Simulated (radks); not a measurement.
Al7+, 6 electrons, occupied as 1s1.5 2s2 2p2 3p0.5 (fractional occupations, a model configuration).

Method: scalar-relativistic Kohn-Sham, LDA (Slater exchange, Perdew-Wang correlation), spin-polarised, spherical densities, finite nucleus; open shells are filled with parallel spins first; Fermi nuclear charge, rms radius 3.061 fm; computed with a radial shooting solver on a logarithmic mesh with Libxc functionals.

Energy parts (Ry):
total: -366.23348
kinetic: 366.94921
electron-nucleus: -794.37714
Hartree: 81.84371
exchange-correlation: -20.64926

Orbitals (lengths in bohr, moments of r in powers of bohr; <r^-3> diverges for s and p1/2; r(max) is where P^2 peaks; r(90%) holds 90 % of the orbital's charge):
| orbital | occ. | eigenvalue (Ry) | r(90%) | r(max) | <r^-3> | <r^4> |
|---|---|---|---|---|---|---|
| 1s up | 1 | -134.3629 | 0.211 | 0.07784 | - | 0.0009129 |
| 1s down | 0.5 | -132.2612 | 0.212 | 0.07801 | - | 0.0009242 |
| 2s up | 1 | -22.91797 | 0.824 | 0.4493 | - | 0.1926 |
| 2s down | 1 | -22.10256 | 0.837 | 0.4553 | - | 0.2052 |
| 2p up | 2 | -20.87021 | 0.764 | 0.3629 | 58.14 | 0.1430 |
| 2p down | 0 | -19.90992 | 0.783 | 0.3705 | 55.18 | 0.1574 |
| 3p up | 0.5 | -7.61638 | 1.99 | 1.250 | 12.32 | 6.595 |
| 3p down | 0 | -7.28660 | 2.04 | 1.276 | 11.85 | 7.272 |

The highest occupied level is 3p up at -103.63 eV. The configuration is held as typed, so some empty levels lie below it. The density falls to 0.001 e/bohr^3 at r = 2.28 bohr. The spin density at the nucleus is 361.9 e/bohr^3 (1s 359.2, 2s 2.7). The electron density at the nucleus is 1201 e/bohr^3 (large components only). Spin moment in Bohr magnetons: 3. Summed over all electrons, <r^2> = 2.291 bohr^2, which gives a Langevin (diamagnetic) susceptibility term of -1.81 x 10^-6 cm^3/mol.
